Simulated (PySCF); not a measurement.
InF, SMILES [F][In] (connectivity only; charge and spin as stated), neutral, multiplicity 1.

Coordinates come from a r2SCAN-D4/def2-TZVP optimisation. The def2 effective core potentials stand for the cores of In; spin–orbit coupling is left out.

Method: CAM-B3LYP/def2-TZVPD run with PySCF.

- total energy = -290.04715 hartree
- point group = C∞v
- highest occupied level = -8.92 eV
- lowest empty level = -0.87 eV
- orbital gap = 8.05 eV
- dipole moment = 3.38 D
- quadrupole, principal values (traceless, Buckingham form, about the centre of nuclear charge) = -10.17, 5.08, 5.08 D·Å
- mean static polarisability = 40.3 bohr³ (5.97 Å³)
- polarisability, principal values = 38.7, 38.7, 43.4 bohr³
